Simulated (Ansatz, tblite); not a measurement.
Forces on Mg₁₄S₁₄ at its PBE-D4/def2-SVP, loosely relaxed geometry. Total charge 0; singlet.

The xTB rows come from tblite. Single mean-field runs in def2-SVP are fitted with def2-universal-jkfit. The geometry of the charge 0 singlet is only loosely relaxed.

GFN2-xTB (tblite), largest force 0.27 eV/Å:

```xyz
28
positions Å, forces eV/Å
Mg    1.625   -1.365   -4.766   -0.110    0.101   -0.135
S     0.867   -3.425   -4.063   -0.092    0.164    0.092
Mg    0.007   -2.340   -2.197   -0.179   -0.082   -0.153
S     0.513   -1.938    0.178    0.035    0.107   -0.023
Mg    0.544   -1.755    2.633   -0.139   -0.048    0.197
S     1.822   -2.400    4.463   -0.123    0.141   -0.107
Mg    2.648   -0.249    4.482   -0.065    0.131    0.126
S     1.458    0.304   -6.565   -0.093   -0.023    0.182
Mg    0.787    1.616   -4.693   -0.015   -0.051   -0.148
S     1.424    0.321   -2.710    0.088    0.044    0.164
Mg    1.246    0.402   -0.191   -0.093    0.021    0.005
S     1.971    0.911    2.173    0.049    0.006   -0.143
Mg    1.743    2.638    3.902    0.026    0.001    0.146
S     2.848    1.793    5.836   -0.142   -0.065   -0.162
Mg   -0.969   -0.017   -6.680    0.016   -0.040    0.124
S    -1.637    1.590   -4.615    0.044   -0.109   -0.049
Mg   -1.061    0.888   -2.366   -0.095   -0.181   -0.178
S    -0.924    1.716   -0.096    0.081   -0.123   -0.013
Mg   -0.543    1.440    2.277   -0.049   -0.129    0.209
S    -0.639    2.676    4.362    0.073   -0.114    0.062
Mg    0.511    1.565    6.539   -0.022   -0.067   -0.095
S    -2.809   -1.436   -6.677    0.061    0.071    0.024
Mg   -2.743   -0.835   -4.442    0.083    0.063    0.028
S    -2.310   -1.255   -2.061    0.225    0.002   -0.016
Mg   -1.664   -0.703    0.269    0.090    0.061   -0.022
S    -1.779   -0.681    2.745    0.229    0.008   -0.005
Mg   -1.685    0.301    4.995    0.060    0.048   -0.065
S    -1.252    0.238    7.268    0.060    0.062   -0.047
```

PBE-D4/def2-SVP (Ansatz), largest force 0.19 eV/Å:

```
Mg -0.034 -0.064 0.012
S -0.001 0.069 -0.014
Mg -0.016 0.026 -0.008
S -0.005 0.066 -0.022
Mg -0.017 0.010 -0.014
S -0.010 0.082 -0.003
Mg 0.008 -0.088 0.008
S 0.012 -0.011 0.021
Mg -0.045 -0.019 0.020
S -0.001 0.050 0.138
Mg 0.187 0.004 -0.018
S -0.039 0.020 -0.057
Mg -0.027 0.025 -0.027
S -0.022 -0.023 -0.047
Mg -0.026 -0.009 0.000
S 0.042 0.027 -0.040
Mg -0.057 -0.017 -0.131
S 0.035 -0.054 -0.028
Mg -0.026 0.018 0.081
S 0.075 -0.006 0.009
Mg -0.037 0.002 0.047
S 0.011 0.007 -0.001
Mg 0.030 0.023 0.019
S 0.018 -0.044 -0.002
Mg -0.104 -0.075 0.019
S 0.033 -0.025 0.058
Mg -0.005 0.005 -0.009
S 0.018 0.004 -0.011
```

r2SCAN-D4/def2-SVP (Ansatz), largest force 0.26 eV/Å:

```
Mg 0.023 -0.124 -0.011
S 0.001 0.234 0.036
Mg 0.003 -0.070 0.008
S -0.034 0.128 -0.028
Mg 0.001 -0.091 -0.014
S -0.025 0.232 -0.089
Mg 0.075 -0.146 0.031
S -0.117 -0.031 0.178
Mg -0.041 -0.069 -0.033
S -0.069 0.094 0.091
Mg 0.231 -0.030 -0.017
S -0.099 0.075 0.000
Mg -0.007 -0.005 0.033
S -0.186 -0.078 -0.166
Mg -0.076 -0.015 -0.068
S 0.159 -0.064 0.005
Mg -0.108 0.028 -0.130
S 0.073 -0.158 -0.022
Mg -0.078 0.065 0.074
S 0.185 -0.115 -0.039
Mg -0.073 0.016 0.129
S 0.123 0.097 0.115
Mg -0.050 0.011 -0.037
S 0.088 0.030 -0.044
Mg -0.135 -0.137 0.030
S 0.110 0.057 0.070
Mg -0.074 0.006 0.066
S 0.101 0.061 -0.168
```
